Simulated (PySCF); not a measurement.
C₄H₆ClF₃OSi.
SMILES with atom numbers: `[F:1][C:2]([F:3])([F:4])[C@@H:5]1[O:6][SiH2:7][CH2:8][C@H:9]1[Cl:10]`

Cartesian coordinates in Å at the GFN2-xTB level; atoms count from 1:
```
atom  x, y, z in Å
F1     2.9083    0.4204   -0.0576
C2     1.8291   -0.2770    0.3006
F3     2.2242   -1.5515    0.4525
F4     1.4700    0.1588    1.5142
C5     0.6996   -0.1528   -0.7295
O6     0.3247    1.1755   -0.8188
Si7   -1.0348    1.5824    0.0236
C8    -1.3591   -0.1990    0.6348
C9    -0.5037   -1.0154   -0.3185
Cl10  -1.4349   -1.3539   -1.8038
H11    1.1197   -0.4758   -1.6916
H12   -0.6698    2.4820    1.1062
H13   -1.9956    2.0721   -0.9518
H14   -2.3928   -0.5307    0.5985
H15   -1.0067   -0.3427    1.6559
H16   -0.1859   -1.9835    0.0738
```

Definitions: NICS(0) = −σiso at the ring centroid; NICS(1) = −σiso and NICS(1)zz = −σzz at ±1 Å along the ring normal z. Level: GIAO PBE0/pcSseg-1 (PySCF, non-relativistic, gas phase) on the GFN2-xTB geometry, one conformer.

Ring bond lengths (Å), with Mayer bond orders in brackets: C5–O6 1.383 (0.93), O6–Si7 1.650 (0.92), Si7–C8 1.911 (0.90), C8–C9 1.519 (0.97), C9–C5 1.537 (0.93).

Q: What do the NICS probes read (ppm)?

A: 
| ring | type | NICS(0) | NICS(1), two faces | NICS(1)zz, two faces | rms pucker (Å) | centre to ring atoms, mean (Å) |
| --- | --- | --- | --- | --- | --- | --- |
| C5–O6–Si7–C8–C9 | 5-membered ring with O and Si; formal bonds all single | -6.4 | -4.0 / -3.7 | -7.2 / -10.3 | 0.14 | 1.34 |

Q: What do they say, and how far can they be read as aromaticity?

A: 
- C5–O6–Si7–C8–C9: mean NICS(1)zz -8.8 ppm, shielded. C5, Si7, C8, C9 have four or more neighbours, and the NICS criterion for π rings isn't applied. The two faces differ by 3.1 ppm, so no symmetry operation interchanges them.

Q: What is the mean of the two in-plane components of NICS at the first NICS(1) probe listed for ring C5–O6–Si7–C8–C9, 1 Å off the ring?

A: The isotropic value is a third of the trace: (3 × -4.0 − (-7.2))/2 = -2.4 ppm.

Q: What are the shieldings of the ring atoms and their hydrogens in the same run (means over atoms taken as equivalent)?

A: 
```csv
atoms,environment,σ isotropic (ppm)
C5,sp3 carbon bound to oxygen,97.8
O6,silyl ether oxygen,311.5
Si7,oxygen-bound silicon,343.2
C8,sp3 carbon bound to silicon,164.5
C9,sp3 C–Cl carbon,124.7
H11,methine hydrogen,26.94
H12,Si–H hydrogen,26.58
H13,Si–H hydrogen,26.40
H14,methylene hydrogen,30.39
H15,methylene hydrogen,29.95
H16,methine hydrogen,27.04
```
